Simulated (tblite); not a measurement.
Write Cartesian coordinates for `CP(C(F)=C(F)F)C(F)=C(F)F` as optimised with GFN2-xTB.

```
atom  x, y, z in Å
C1    -0.6807    1.8058   -0.1157
P2     0.0053    0.3959    0.8517
C3     1.6165    0.2596   -0.0303
F4     1.9745    1.2412   -0.8736
C5     2.4647   -0.7217    0.2558
F6     2.1340   -1.6716    1.1187
F7     3.6691   -0.9198   -0.2415
C8    -0.8293   -0.9864   -0.0533
F9    -0.1071   -1.7981   -0.8399
C10   -2.1141   -1.2385    0.1657
F11   -2.8303   -0.4432    0.9544
F12   -2.8594   -2.1973   -0.3483
H13   -0.1249    2.7025    0.1551
H14   -1.7220    1.9437    0.1676
H15   -0.6008    1.6359   -1.1884
```

Orientation and origin are arbitrary. Atoms count from 1 in this order. Of the pairs four or more bonds apart, C5···F9 is among the closest relative to their van der Waals radii: 3.00 Å, 94 % of the sum of Bondi's values. P2 (phosphine phosphorus) is pyramidal (angles 98.4°, 97.5° and 96.0°, sum 292.0°, 0.92 Å off the plane of its three neighbours). The C–F distances run from 1.318 Å (C5–F7, drawn single) to 1.343 Å (C3–F4, drawn single), a spread of 0.025 Å.

Bonds between heavy atoms (Å): C1–P2 1.842, P2–C3 1.842, C3–F4 1.343, C3=C5 1.328, C5–F6 1.325, C5–F7 1.318, P2–C8 1.851, C8–F9 1.341, C8=C10 1.327, C10–F11 1.329, C10–F12 1.319.

The geometry is computed with GFN2-xTB (gas phase).

Point group: C1 (no symmetry element, even within 0.4 Å). Its lowest GFN2-xTB frequency is 10 cm⁻¹, too small to tell a flat minimum from a shallow saddle. One conformer, not necessarily the lowest (C1–P2–C3–F4 11°, C1–P2–C8–F9 109°). 3 starts were optimised and ended at 0.00, 0.02 and 0.17 kcal/mol (GFN2-xTB); the lowest of these is shown.
